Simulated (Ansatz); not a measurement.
The cluster Mn3. Charge 0, multiplicity 8. Geometry PBE0-D4/def2-TZVP.

```xyz
3

Mn   -0.8768    0.1196    1.3257
Mn    1.4601    0.5253   -0.0398
Mn   -0.5833   -0.6449   -1.2858
```

LC-ωPBE has ω = 0.4 bohr⁻¹. At LDA (SPW92)/def2-TZVP, PBE-D4/def2-TZVP, r2SCAN-D4/def2-TZVP, CAM-B3LYP-D4/def2-TZVP and others the charge 0 octet is spin-contaminated (final ⟨S²⟩ up to 19.97, 15.75 for a pure state). At LDA (SPW92)/def2-TZVP, PBE-D4/def2-TZVP an occupied level of the charge 0 octet lies above an empty one of the other spin, so a lower spin may lie lower. At LDA (SPW92)/def2-TZVP the gap within one spin of the charge 0 octet nearly closes, so an electron or hole may be smeared out by delocalisation error. The geometry of the octet was relaxed on an unsound state (⟨S²⟩ 20.09, where a pure state has 15.75). The order of the spin states hangs on the level: the multiplicity 12 lies 0.37 eV below the octet at LDA (SPW92)/def2-TZVP, but 0.19 eV above it at PBE-D4/def2-TZVP. The octet is doubtful at LDA (SPW92)/def2-TZVP (⟨S²⟩ 19.43, where a pure state has 15.75). The multiplicity 12 is doubtful at LDA (SPW92)/def2-TZVP (⟨S²⟩ 36.44, where a pure state has 35.75). The octet is doubtful at PBE-D4/def2-TZVP (⟨S²⟩ 19.49, where a pure state has 15.75). The multiplicity 12 is doubtful at PBE-D4/def2-TZVP (⟨S²⟩ 36.60, where a pure state has 35.75). The structure comes from a short search, and lower isomers may exist.

Estimate the α-spin orbital energies around the gap (eV) in Ansatz with LDA (SPW92)/def2-TZVP, PBE-D4/def2-TZVP, r2SCAN-D4/def2-TZVP, CAM-B3LYP-D4/def2-TZVP, LC-ωPBE/def2-TZVP.


| orbital | LDA (SPW92)/def2-TZVP | PBE-D4/def2-TZVP | r2SCAN-D4/def2-TZVP | CAM-B3LYP-D4/def2-TZVP | LC-ωPBE/def2-TZVP |
| --- | --- | --- | --- | --- | --- |
| HOMO−5 | -6.70 | -6.53 | -7.44 | -10.85 | -11.96 |
| HOMO−4 | -6.68 | -6.53 | -7.26 | -10.71 | -11.76 |
| HOMO−3 | -6.56 | -6.36 | -7.12 | -9.06 | -10.41 |
| HOMO−2 | -4.57 | -4.42 | -4.90 | -6.11 | -7.15 |
| HOMO−1 | -3.78 | -3.57 | -3.76 | -5.11 | -6.29 |
| HOMO | -3.03 | -2.98 | -2.91 | -4.72 | -5.58 |
| LUMO | -2.97 | -2.58 | -2.21 | -0.16 | 0.74 |
| LUMO+1 | -2.83 | -2.44 | -1.90 | -0.05 | 0.76 |
| LUMO+2 | -2.69 | -2.23 | -1.57 | 0.48 | 1.20 |
| LUMO+3 | -2.44 | -1.86 | -1.45 | 0.58 | 1.27 |
| LUMO+4 | -1.58 | -1.45 | -1.39 | 1.16 | 2.19 |
| LUMO+5 | -1.53 | -1.28 | -0.85 | 1.70 | 2.83 |
| β HOMO | -4.41 | -4.26 | -4.28 | -5.86 | -6.93 |
| β LUMO | -3.70 | -3.31 | -2.67 | -1.67 | -0.28 |
